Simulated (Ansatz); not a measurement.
Relaxation of F₂H₅HfNO₂ (11 atoms, charge 0, multiplicity 1), to a largest force component of 0.03 eV/Å in at most 50 steps.

Theory: RKS PBE0-D4/def2-SVP in Ansatz.

```xyz
11
Properties=species:S:1:pos:R:3:forces:R:3
Hf 0.168 -0.486 -0.573 0.11 -0.83 1.35
N 0.391 0.190 2.744 -0.01 -0.75 -0.56
H -0.386 0.390 3.370 0.04 0.00 -0.02
H 1.245 0.483 3.215 -0.02 -0.01 -0.02
F 1.816 0.499 -0.628 -0.02 -0.01 0.00
O -1.391 0.625 -0.470 0.00 0.00 0.00
H -2.066 1.232 -0.174 0.00 0.00 0.00
F 0.059 -1.350 -2.275 0.00 0.01 0.01
O 0.235 -2.013 0.759 -0.05 0.91 -0.89
H 0.206 -2.965 0.637 0.00 0.00 0.00
H 0.434 -0.841 2.625 -0.03 0.70 0.13
```

Task: Where does it end, and by what steps?

Result: It converged. The force dipped under the threshold on the way, but the program's further checks kept it going. After 16 steps the energy has fallen by 0.772 eV; H3 moved furthest, 0.75 Å. Joined: Hf1–N2 (3.39 → 2.43 Å).

```tsv
step	energy less start (eV)	largest force component (eV/Å)	accepted
0	0.0000	1.354	yes
1	-0.2338	0.544	yes
2	-0.4879	1.010	yes
3	-0.6304	1.187	yes
4	-0.6910	0.652	yes
5	-0.7232	0.609	yes
6	-0.7580	0.303	yes
7	-0.7642	0.124	yes
8	-0.7641	0.499	no
9	-0.7671	0.053	yes
10	-0.7711	0.024	yes
11	-0.7698	0.375	no
12	-0.7714	0.080	yes
13	-0.7711	0.152	no
14	-0.7717	0.061	yes
15	-0.7718	0.105	yes
16	-0.7722	0.028	yes
```

```xyz
11
Properties=species:S:1:pos:R:3
Hf 0.229 -0.452 -0.040
N 0.447 0.082 2.317
H -0.370 0.596 2.648
H 1.273 0.645 2.521
F 1.946 0.459 -0.054
O -1.386 0.640 0.138
H -2.170 0.901 -0.348
F 0.106 -0.915 -1.911
O 0.146 -2.264 0.716
H -0.023 -3.147 0.385
H 0.513 -0.780 2.857
```

Whether the end is a true minimum wasn't checked by a vibrational analysis.

Time of the run: 47 s on 4 threads of Arm Neoverse V1, with other jobs on the host, peak memory 0.32 GiB.
